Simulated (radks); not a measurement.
Tc42+, configuration 6p1 (not the ground configuration).

All-electron calculation, Dirac Kohn-Sham, PBE, spin-unpolarised, spherical densities, finite nucleus; open shells fill j = l - 1/2 first; Fermi nuclear charge, rms radius 4.4112 fm. Program: a radial shooting solver on a logarithmic mesh with Libxc functionals.

Energy parts (hartree):
part                     energy
total                 -26.09863
kinetic                26.88790
electron-nucleus      -52.95160
Hartree                 0.36882
exchange-correlation   -0.40375

Orbitals (lengths in bohr, moments of r in powers of bohr; r(max) is where P^2 peaks):
| orbital | occ. | eigenvalue (hartree) | r(max) | small-component weight |
|---|---|---|---|---|
| 6p1/2 | 1 | -25.84248 | 1.326 | 6.95e-04 |

The highest occupied level is 6p1/2 at -703.21 eV. Summed over all electrons, <r^2> = 1.647 bohr^2, which gives a Langevin (diamagnetic) susceptibility term of -1.3 x 10^-6 cm^3/mol.

Empty levels of this run are not shown, since the potential may be unsettled where no density lies.
